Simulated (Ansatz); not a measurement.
Consider the redistribution: `CO[SiH](N)O[SiH3]` + `C[O][GeH]([NH2])[Cl]` → `N[SiH](N)O[SiH3]` + `C[O][GeH]([Cl])[O]C`.

Program: Ansatz. Geometries: PBE0-D4/def2-TZVP. ΔE: electronic, gas phase. CCSD(T)/CBS adds triple-zeta CCSD(T) − MP2 to the extrapolated MP2 energy (def2 sets, frozen cores). For Ge outer-core shells are correlated without core-valence functions, which leaves a few kJ/mol of doubt a bond. Scalar relativity is left out up to krypton. Each species was taken in one conformer, which may not be the lowest.

```json
{"species": "`CO[SiH](N)O[SiH3]`", "CCSD(T)/CBS(def2) energy (Eh)": "-826.84214"}
{"species": "`C[O][GeH]([NH2])[Cl]`", "CCSD(T)/CBS(def2) energy (Eh)": "-2707.50098"}
{"species": "`N[SiH](N)O[SiH3]`", "CCSD(T)/CBS(def2) energy (Eh)": "-767.71574"}
{"species": "`C[O][GeH]([Cl])[O]C`", "CCSD(T)/CBS(def2) energy (Eh)": "-2766.62100"}
```

(1) Work out ΔE.

Largest T1 diagnostic among the species: 0.011.

Answers

(1) ΔE = (-767.71574) + (-2766.62100) − (-826.84214) − (-2707.50098) = 0.00638 Eh = +16.8 kJ/mol.

In def2-TZVPP, CCSD(T) changes the Hartree–Fock value by −4.6 kJ/mol (the triples alone add −1.3 kJ/mol) and MP2 by −5.5 kJ/mol.
